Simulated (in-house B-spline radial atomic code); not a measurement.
B3LYP (VWN-RPA) excitations of neutral palladium

Method: B3LYP (VWN-RPA). Computed with a B-spline radial code for spherical atoms: linear response of the closed shell [Kr] 4d10 with the functional's adiabatic kernel; non-relativistic, point nucleus, no spin-orbit coupling, no double excitations, S, P, D and F terms only; shells from n = 2 respond. Only terms of natural parity with L up to 3 were computed.

Without relativity these are model numbers for so heavy an element.

Command:
```bash
python run_td.py task.json out
```
Settings (radii: box in bohr, nucleus in fm):
```
Z                        46
electrons                46
configuration            [Kr] 4d10
hamiltonian              nr
method                   b3lyp
box_radius               75
intervals                61
```

Cost of the run: 6.2 s on 1 thread of Arm Neoverse N1, with other jobs on the host.

The lowest states, in the order of their Tamm-Dancoff energies; the method's threshold (minus the highest occupied level) is 5.359 eV. Labels give the largest channel, * marks a mixed state, and oscillator strengths are full-response dipole values. Semilocal kernels can invert the small singlet-triplet splittings of Rydberg terms. Energies in eV:

| state | full response | Tamm-Dancoff | oscillator strength |
| --- | --- | --- | --- |
| 4d → 5s 3D | 1.210 | 1.249 | - |
| 4d → 5s 1D | ? | ? | - |
| 4d → 5p 3P | 4.127 | 4.140 | - |
| 4d → 5p 3F | 4.152 | 4.164 | - |
| 4d → 5p 1F | 4.230 | 4.232 | - |
| 4d → 5p 1P | 4.518 | 4.561 | 0.269 |
| 4d → 6s 3D | 4.981 | 4.982 | - |
| 4d → 6s 1D | ? | ? | - |

Problem. Where does 4d → 5s 1D lie?

Solution. At 1.668 eV in full response, 1.696 eV in Tamm-Dancoff.

Problem. Where does 4d → 6s 1D lie?

Solution. At 4.998 eV in full response, 4.999 eV in Tamm-Dancoff.

Problem. How large is the singlet-triplet splitting of 4d → 5s (D terms) in Tamm-Dancoff?

Solution. 0.447 eV, from the unrounded values.

Problem. What polarisabilities and dispersion coefficient does the method give?

Solution. Dipole 26.19 bohr³, quadrupole 394.9 bohr⁵, C6 185.2 hartree·bohr⁶ for two such species. Recommended dipole value: 26.14 ± 0.1 bohr³ (Schwerdtfeger and Nagle, table of static dipole polarizabilities (2023 update)), which includes relativity and correlation.
